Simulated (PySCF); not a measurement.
**O: excitation energy**

O [He] 2s2 2p4 (3P) → O [He] 2s1 2p5 (3P), as a difference of total energies. Computed with PySCF 2.14 in aug-cc-pCVTZ-DK (7s6p4d2f, 59 functions), with scalar relativity by spin-free X2C-1e. Correlated levels: valence: 1s2 frozen. The calculations carry no spin-orbit coupling.

```tsv
method	excitation energy (eV)
UHF	16.921
MP2 (valence)	16.073
SCS-MP2 (valence)	16.009
CCSD (valence)	15.661
CCSD(T) (valence)	15.336
```

Problem. How much does correlation contribute at CCSD(T) (valence)?

Solution. 15.336 − (16.921) = -1.585 eV, measured against UHF.

The upper state lies above the first ionisation limit, where it may autoionise and the basis confines it.

The coupled-cluster amplitudes are large for the upper state (T1 above 0.03 or a double amplitude above 0.15), so a single reference is strained.
